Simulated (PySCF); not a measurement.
Compound: Me2Si(SBu)2, C10H24S2Si.
Numbering: `[CH3:1][CH2:2][CH2:3][CH2:4][S:5][Si:6]([CH3:7])([CH3:8])[S:9][CH2:10][CH2:11][CH2:12][CH3:13]` (hydrogens: H14, H15, H16 on C1; H17, H18 on C2; H19, H20 on C3; H21, H22 on C4; H23, H24, H25 on C7; H26, H27, H28 on C8; H29, H30 on C10; H31, H32 on C11; H33, H34 on C12; H35, H36, H37 on C13)

The closed-shell ground state was solved at several levels (PySCF, density fitting, gas phase, non-relativistic). Isolated species at its PBE0-D3(BJ)/def2-SVP geometry (one conformer only).

```
            level  basis functions  total energy (Eh)  HOMO (eV)  LUMO (eV)  gap (eV)  dipole (D)
    PBE0/pcSseg-1              362         -1480.5010      -6.66       0.50      7.16        2.63
wB97X-D/def2-SVPD              470         -1480.7652      -8.45       1.94     10.39        2.57
```

What might HF/pcSseg-1 (362 basis functions) give for the same quantities?

Total energy -1476.5905 Eh, HOMO -9.40 eV, LUMO 3.76 eV, gap 13.16 eV, dipole 2.84 D.

Over all these levels, which gives the widest orbital gap and which the narrowest?

HF/pcSseg-1 (Hartree–Fock, all exact exchange) has the widest, 13.16 eV, and PBE0/pcSseg-1 (global hybrid, 25 % exact exchange) the narrowest, 7.16 eV. The two share the basis. From the narrowest to the widest the HOMO moves by -2.74 eV and the LUMO by +3.26 eV. The HOMO need not be the same orbital at Hartree–Fock and at DFT levels.

How far do the dipole and the HOMO energy spread over the levels?

The dipole runs from 2.57 to 2.84 D (mean 2.68 D) and the HOMO from -9.40 to -6.66 eV.

Note: wB97X-D ran without an empirical dispersion term, which enters the total energy and its gradient alone.
